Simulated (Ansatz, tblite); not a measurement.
Forces on the cluster Ag₂Cl₂⁻ at its r2SCAN-D4/def2-SVPD geometry. Charge -1, multiplicity 2.

In the def2 sets Ag takes a core potential; there is no spin–orbit coupling. The xTB rows come from tblite. The structure comes from a short search, and lower isomers may exist.

GFN1-xTB (tblite), largest force 1.28 eV/Å:

```xyz
4
positions Å, forces eV/Å
Ag   -0.488    0.365   -0.233    0.684   -0.151    0.186
Ag    1.817   -1.024    0.736    0.050    0.485   -0.180
Cl   -0.700   -1.888    0.606   -0.657   -1.065    0.293
Cl   -0.628    2.547   -1.110   -0.077    0.731   -0.299
```

GFN2-xTB (tblite), largest force 1.08 eV/Å:

```
Ag 1.055 -0.095 0.233
Ag -0.228 0.758 -0.338
Cl -0.756 -0.327 -0.013
Cl -0.071 -0.337 0.118
```

PBE0-D4/def2-TZVPD (Ansatz), largest force 0.20 eV/Å:

```
Ag -0.171 0.089 -0.066
Ag 0.123 -0.081 0.055
Cl 0.029 0.154 -0.055
Cl 0.018 -0.162 0.067
```
